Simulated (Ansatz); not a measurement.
CH8BClSi2, SMILES `B[SiH2][SiH](C)Cl`, relaxed with RKS PBE-D4/def2-SVP in Ansatz from a rough embedded geometry. The force threshold is 0.03 eV/Å; the program also tests the step.

Charge 0, multiplicity 1.

Start:

```xyz
13

B     0.176   -0.835   -2.044
Si   -1.159   -0.712   -0.623
Si   -0.120   -0.143    1.248
C     0.849    1.465    1.016
Cl    1.321   -1.616    1.739
H    -0.241   -1.183   -3.159
H     1.299   -0.677   -1.861
H    -2.113    0.295   -0.943
H    -1.812   -2.005   -0.466
H    -1.039   -0.008    2.330
H     1.314    1.787    1.898
H     0.061    2.263    0.721
H     1.464    1.369    0.145
```

By how much does the energy fall, and how many steps does the optimiser take? (An estimate is asked.)

Computed: 79.68 kJ/mol, in 34 steps, 4 of them rejected.

Which bonds change most? (Estimate.)

Ansatz gave: Si2–Si3 from 2.215 to 2.340 Å; Si3–Cl5 from 2.118 to 2.211 Å; B1–Si2 from 1.953 to 2.041 Å.

Give the relaxed structure. (An estimate is asked.)

Computed: 
```xyz
13

B     0.369   -1.288   -1.631
Si   -1.367   -0.516   -0.887
Si   -0.168   -0.049    1.068
C     0.685    1.622    1.209
Cl    1.382   -1.451    0.346
H     0.409   -2.447   -1.997
H     1.107   -0.491   -2.184
H    -1.939    0.740   -1.496
H    -2.505   -1.456   -0.577
H    -0.517   -0.577    2.435
H     1.533    1.587    1.923
H    -0.047    2.375    1.571
H     1.058    1.949    0.219
```
